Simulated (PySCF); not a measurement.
Run record: geometry optimisation, `CO[C@@H]1CC[Se]1`.

Method: PBE0-D3(BJ)/def2-SVP geometry optimisation, gas phase (PySCF 2.14.0). Start geometry: GFN2-xTB. The input is one job of a driver script: a line of settings, then coordinates in Å.

Input:
```
{"job": {"xc": "PBE0", "basis": "def2-SVP", "d3": "d3bj", "grid": 1, "kind": "geom"}, "charge": 0, "multiplicity": 1}
C     -2.367858     0.003552     0.242138
O     -1.119431     0.570397     0.557387
C     -0.061252    -0.230185     0.250350
C      1.297415     0.415550     0.490817
C      2.010763    -0.033930    -0.780494
Se     0.334255    -0.460680    -1.749624
H     -3.124657     0.742452     0.493636
H     -2.538575    -0.919036     0.807828
H     -2.412324    -0.225278    -0.832612
H     -0.159075    -1.245259     0.660387
H      1.779104     0.105612     1.418695
H      1.162036     1.496680     0.507908
H      2.605378     0.724643    -1.283879
H      2.593541    -0.944991    -0.652133
```

Output:
```
step   0  E = -2632.97504170  max force = 0.013212
step   1  E = -2632.97619272  max force = 0.003008
step   2  E = -2632.97623682  max force = 0.001141
step   3  E = -2632.97625242  max force = 0.000411
step   4  E = -2632.97625967  max force = 0.000363
optimisation converged
```

Energies in Eh; «max force» is the largest Cartesian gradient component in Eh/bohr.

**Question.** Give the first gradient maximum in eV/Å.

**Answer.** With 1 Eh/bohr = 51.422 eV/Å, 0.679 eV/Å.

**Question.** How much energy does the optimisation release, in kJ/mol?

**Answer.** E(step 0) − E(last step) = 0.001218 Eh, which is 3.2 kJ/mol.

Main results: final energy -2632.97626 Eh after 4 steps; dipole 1.45 D.

**Question.** Give the final coordinates.

**Answer.** 0.051 Å rms from the input after alignment:
```
atom  x, y, z in Å
C1    -2.2646    0.1759    0.3104
O2    -1.0051    0.6930    0.6252
C3     0.0340   -0.1272    0.2915
C4     1.3957    0.4990    0.5538
C5     2.1435    0.0419   -0.7001
Se6    0.4723   -0.3507   -1.6771
H7    -3.0184    0.9024    0.6400
H8    -2.4497   -0.7918    0.8140
H9    -2.3678    0.0263   -0.7821
H10   -0.0950   -1.1423    0.7119
H11    1.8551    0.2179    1.5155
H12    1.2523    1.5891    0.5439
H13    2.7731    0.7990   -1.1851
H14    2.7245   -0.8797   -0.5591
```

On an x86-64 server with one thread, on a shared host, this took 33 s of wall time.
Labels such as C1 count atoms from 1, the log's own numbers from 0.
